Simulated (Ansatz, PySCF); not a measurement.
Reaction (SMILES): NC=O → N[C]=O + H atom (the C-H bond at the site shown breaks; other sites are not compared here)
Each molecule is optimised on its own at B3LYP-D3(BJ)/def2-TZVP (Ansatz, a program for electronic structure), one conformer each, not searched for the lowest.

Wanted: bond dissociation energy (enthalpy at 298 K, with B3LYP-D3(BJ) rigid-rotor harmonic-oscillator terms from PySCF), in kcal/mol. Correlated levels leave the core frozen unless marked. Open shells are spin-unrestricted. Spin-orbit coupling is left out. Non-relativistic. Basis-set limits of correlation are two-point, X^-3; Hartree-Fock from the larger set. The bracket is a focal-point correction in the basis named.

RI-MP2/CBS(cc-pVTZ,cc-pVQZ)+[CCSD(T)-MP2]/cc-pVTZ (Ansatz) gives 94.7 kcal/mol.

Q: Another calculation gave 91.5 kcal/mol. Which level was it?
A. BP86/def2-TZVPD (PySCF)
B. SVWN5/def2-TZVPD (Ansatz)
C. BLYP/def2-TZVPD (Ansatz)
D. HF/def2-TZVPD (PySCF)

A: A, BP86/def2-TZVPD (PySCF). The others give 88.6 (BLYP), 72.7 (HF), 99.4 (SVWN5) kcal/mol.
